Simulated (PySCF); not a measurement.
Removing an electron from `CC#C[C@@H]1C[Si@@H](N)O[SiH2]1`

Species: C₅H₁₁NOSi₂.
Geometry (PBE0-D3(BJ)/def2-SVP, Å), atoms numbered from 1 in this order:
```xyz
20
C5H11NOSi2 angstrom
C      3.6322    0.0302    1.1181
C      2.3898   -0.3292    0.4536
C      1.3573   -0.6349   -0.1075
C      0.0860   -0.9803   -0.7250
C     -0.6763    0.2720   -1.2312
Si    -1.5381    1.0798    0.2473
N     -2.9547    1.9175   -0.2371
O     -1.7979   -0.3092    1.1779
Si    -1.0576   -1.7059    0.6364
H      3.5518   -0.0857    2.2106
H      4.4635   -0.6060    0.7752
H      3.9071    1.0767    0.9123
H      0.2522   -1.7050   -1.5411
H     -0.0101    0.9563   -1.7796
H     -1.4674   -0.0367   -1.9385
H     -0.7364    2.0468    1.0431
H     -3.6516    1.4699   -0.8216
H     -3.3831    2.5867    0.3918
H     -0.3085   -2.3899    1.7252
H     -2.0713   -2.6424    0.0566
```

Level: CAM-B3LYP/def2-SVPD (PySCF). Frontier orbitals with their largest atomic shares (Löwdin; up to four atoms above 4 %):

| orbital | ε (eV) | main atoms |
| --- | --- | --- |
| HOMO−3 | -9.86 | O8 21 %, N7 16 %, Si6 15 %, C5 12 % |
| HOMO−2 | -9.18 | N7 54 %, O8 12 %, Si6 8 %, H18 6 % |
| HOMO−1 | -8.58 | C3 35 %, C2 35 %, C1 7 %, C4 7 % |
| HOMO | -8.14 | ? |
| LUMO | 1.08 | Si6 21 %, Si9 13 %, H17 10 %, H18 8 % |
| LUMO+1 | 1.25 | Si9 15 %, C1 12 %, C2 10 %, C3 8 % |
| LUMO+2 | 1.58 | C1 21 %, Si9 10 %, H11 8 %, H15 6 % |

Task: What vertical ionisation energy does ΔSCF give, and how far is −ε(HOMO) from it?

Result: ΔSCF: 8.81 eV (850 kJ/mol; threshold wavelength 141 nm); ⟨S²⟩ of the doublet left behind is 0.756, against 0.75 for a pure doublet. −ε(HOMO) is 8.14 eV, 0.67 eV below it. In exact Kohn–Sham theory the two would be equal; CAM-B3LYP (range-separated hybrid) falls short of its own ΔSCF value by 8 %. Holes in the HOMO−1 and HOMO−2 were tried too where these lie within 1.2 eV of the HOMO; the lowest converged state counts.

Task: On which atoms does the HOMO lie?

Result: C2 (alkyne carbon) 31 %, C3 (alkyne carbon) 28 %, C4 (sp3 carbon bound to silicon) 13 %, Si9 (oxygen-bound silicon) 8 %, so no atom holds as much as 40 %. The HOMO−1 lies 0.44 eV lower.

Task: With α = 116.7 au, estimate the like-pair dispersion coefficient by London's formula C6 = (3/4)α²I.

Result: I = 0.3236 Eh, so C6 ≈ 3310 au, a rough estimate.

Task: How many of the 10 lowest singlet excitations (vertical TDDFT, same level) lie below the ionisation energy?

Result: All 10; they run from 6.14 to 7.60 eV.

Task: What kinetic energy would electrons from this vertical process carry with 118.2 nm light (10.49 eV)?

Result: 10.49 − 8.81 = 1.68 eV.

Task: What total energies stand behind the ΔSCF value?

Result: E(N) = -905.62409 Eh and E(N − 1) = -905.30049 Eh at the same geometry, 0.32360 Eh apart.

Geometry: PBE0-D3(BJ)/def2-SVP, one conformer, isolated molecule.
